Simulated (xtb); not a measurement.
Cl₃Ga, charge -1, doublet, at a GFN2-xTB geometry (such geometries of metal compounds can be far from the true shape) (a state made from the parent by changing its charge; the spin is typed, not shown lowest). Base run: xtb with GFN2-xTB.

Input for xtb:
```
$ xtb mol.xyz --gfn 2 --chrg -1 --uhf 1 --json

# file mol.xyz
4

Ga    -0.17281014     0.17703508     0.45753847
Cl    -1.66578596    -1.23426882    -0.51100727
Cl     0.20082140     1.87173581    -1.00780288
Cl     1.78008893    -0.96029567     0.68447530
```

Variants of this job, named by their change:

```json
[
 {"change": "base", "ΔE vs base (kcal/mol)": "0.000", "SCF cycles": "12"},
 {"change": "acc = 0.1", "ΔE vs base (kcal/mol)": "0.000", "SCF cycles": "14"},
 {"change": "file = coord", "ΔE vs base (kcal/mol)": "0.000", "SCF cycles": "12"},
 {"change": "etemp = 5000", "ΔE vs base (kcal/mol)": "-2.42", "SCF cycles": "11"},
 {"change": "gbsa = methanol", "ΔE vs base (kcal/mol)": "-49.33", "SCF cycles": "11"}
]
```

ALPB and GBSA are two models with their own fitted parameters for each solvent, which aren't always the measured dielectric constant.
